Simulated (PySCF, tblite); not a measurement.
Isomers of CH6NOSi (doublet state), one GFN2-xTB conformer each. Single-point energies are computed at B3LYP/pcH-1 (PySCF, gas phase, no added dispersion term), electronic only. GFN2-xTB treats the open shell by occupation alone, and not every SCF solution was tested for stability.

Question: Rank them by B3LYP/pcH-1 energy, lowest first (kcal/mol).
A. `[CH3:1][O:2][SiH:3][NH2:4]` (doublet state) with C1–O2–Si3–N4 52°, O2–Si3–N4–H 43° and -178°
B. `[CH2:1][O:2][SiH2:3][NH2:4]` (doublet state) with H–C1–O2–Si3 -178° and 4°, C1–O2–Si3–N4 -51°, O2–Si3–N4–H -44° and 177°
C. `[CH3:1][O:2][SiH2:3][NH:4]` (doublet state) with C1–O2–Si3–N4 179°, O2–Si3–N4–H -1°

Answer: A (0.0), B (5.4), C (18.1).

GFN2-xTB itself gives, in the same order: 0.0, 3.8, 13.6. Both levels put the same isomer lowest; measured from each level's own lowest isomer, the values differ by up to 4.5 kcal/mol (CO[SiH2][NH]: 13.6 against 18.1).

Q: What happens when harmonic zero-point energies from GFN2-xTB frequencies are added?

A: 
| SMILES | ZPE (kcal/mol) | electronic (kcal/mol) | with ZPE (kcal/mol) |
| --- | --- | --- | --- |
| CO[SiH]N | 46.4 | 0.0 | 0.0 |
| [CH2]O[SiH2]N | 42.8 | 5.4 | 1.9 |
| CO[SiH2][NH] | 43.0 | 18.1 | 14.7 |

The zero-point energies span 3.6 kcal/mol. The order is unchanged.
